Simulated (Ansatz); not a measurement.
Calculated with Ansatz (gas phase, PBE0-D4/def2-TZVP geometries, no zero-point term in ΔE). CCSD(T)/CBS adds triple-zeta CCSD(T) − MP2 to the extrapolated MP2 energy (def2 sets, frozen cores). This one scheme is used for every species. Functionals use def2-TZVPP. B3LYP here is the variant with VWN-RPA as its local correlation; programs differ in this. For Ge outer-core shells are correlated without core-valence functions, which leaves a few kJ/mol of doubt a bond. Scalar relativity is left out up to krypton. One conformer a species, not always the lowest.

`CC(F)F` + `[SiH3][GeH3]` → `F[CH](F)[GeH2][SiH3]` + CH₄  (formal exchange of groups at a C–C bond)

Q: Is it downhill or uphill in electronic energy at CCSD(T)/CBS, and by how much? (Estimate.)

A: Ansatz gave: Uphill: ΔE = +18.7 kJ/mol.

Q: What do these levels give: PBE-D4, PBE0-D4, B3LYP-D4, ωB97X-V, ωB97M-V, PBE, r2SCAN, HF/def2-TZVPP, CCSD/def2-TZVPP, MP2/def2-QZVPP, SCS-MP2/def2-QZVPP, CCSD/CBS(def2)? (Best estimate.)

A: Ansatz gave: PBE-D4 12.5, PBE0-D4 19.6, B3LYP-D4 13.8, ωB97X-V 20.1, ωB97M-V 18.6, PBE 15.3, r2SCAN 18.3, HF/def2-TZVPP 34.5, CCSD/def2-TZVPP 21.7, MP2/def2-QZVPP 17.9, SCS-MP2/def2-QZVPP 19.4, CCSD/CBS(def2) 21.2 kJ/mol.

Largest T1 diagnostic among the species: 0.012.

In def2-TZVPP, CCSD(T) changes the Hartree–Fock value by −15.4 kJ/mol (the triples alone add −2.5 kJ/mol) and MP2 by −16.7 kJ/mol. From PBE to PBE0 (25 % exact exchange), in def2-TZVPP and without D4, ΔE moves by +7.1 kJ/mol.
